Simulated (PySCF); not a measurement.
## Working out the ionisation energy of Mn²⁺

Mn²⁺ [Ar] 3d5 (6S) → Mn³⁺ [Ar] 3d4 (5D). Calculation: PySCF 2.14, in def2-TZVPPD (6s6p4d2f1g, 67 functions); no relativity, point nucleus. Frozen: [Ne]. Energies in hartree (1 hartree = 27.21139 eV):

| part | Mn²⁺ (lower) | Mn³⁺ (upper) |
| --- | --- | --- |
| UHF | -1149.087305 | -1147.889938 |
| CCSD correlation | -0.382548 | -0.341478 |
| (T) | -0.006494 | -0.005335 |

Task: What does Hartree-Fock give?

Result: (-1147.889938) − (-1149.087305) = 1.197367 hartree = 32.582 eV.

Task: What do CCSD and CCSD(T) give?

Result: The CCSD correlation energies differ by 0.041070 hartree = 1.118 eV and the triples by 0.001159 hartree = 0.032 eV, so CCSD gives 33.700 eV and CCSD(T) 33.732 eV.

A first-order spin-orbit estimate adds -0.071 eV to CCSD(T) (valence and next inner shell), giving 33.661 eV against 33.668 ± 0.012 eV (measured; NIST Atomic Spectra Database, ionization energies).

The calculation is non-relativistic.

What remains against the reference includes basis incompleteness, the frozen core and higher excitations.
